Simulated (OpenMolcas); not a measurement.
Ti²⁺.

- Program: OpenMolcas 26.06
- Method: CASSCF
- Basis: ANO-RCC-VQZP [7s6p4d3f2g1h]
- Scalar Hamiltonian: X2C, point nucleus
- Active space: 2 electrons in 5 orbitals (3d)
- State averaging: 2S+1 = 3 even, 10 roots; 2S+1 = 1 even, 15 roots (14 in the spin-orbit step)
- Spin-orbit coupling: RASSI with atomic mean-field integrals over the reference wave functions, term energies averaged over their components

Levels without dynamic correlation, in cm⁻¹ above 3d² ³F₂:

| Level | E |
| --- | --- |
| 3d² ¹G₄ | 17474 |
| 3d² ¹D₂ | 11343 |
| 3d² ³P₀ | 13566 |

On this reference, SS-CASPT2, IPEA 0.25 Eh, imaginary shift 0.1 Eh (closed shells correlated: 3s 3p) puts 3d² ¹G₄ at 14300 cm⁻¹.

Question: Estimate the other levels at that method by one scale factor, and say how well it serves.

Answer: The factor is 14300 / 17474 = 0.818. Scaled values beside those that SS-CASPT2 gives and measured ones (Corliss and Sugar, J. Phys. Chem. Ref. Data 8, 1 (1979)):
```json
{"Level": "3d² ¹D₂", "Scaled": "9279", "SS-CASPT2": "7670", "Miss (%)": "+21.0", "Measured": "8474"}
{"Level": "3d² ³P₀", "Scaled": "11097", "SS-CASPT2": "11060", "Miss (%)": "+0.3", "Measured": "10538"}
```
For these levels the scaled values miss SS-CASPT2 by up to 21.0 %, as correlation changes each term by its own factor, spin-orbit parts do not scale and CASPT2 has its own spread within terms. This holds within one configuration; levels of others move differently, and the target method has errors of its own against measurement.

CASPT2 breaks the degeneracy within a term, and the mean is taken; among the terms shown or strongly mixed into the levels shown the widest spread is 660 cm-1 (3d² ³F, SS-CASPT2). Some high roots are left out of the spin-orbit mixing, which shifts the levels that they would mix with. Without dynamic correlation excited terms often stand tens of per cent too high (terms of higher spin than the ground term too low), and those without a measured partner can miss by more than the paired ones (holds for CASSCF). Computed and measured levels are paired by configuration, term and J; levels that our copy of the source lacks, or whose pairing is in doubt (as where it misses far off the trend of its configuration), stay unpaired and out of the deviations. Levels of configurations outside the active space are missing.
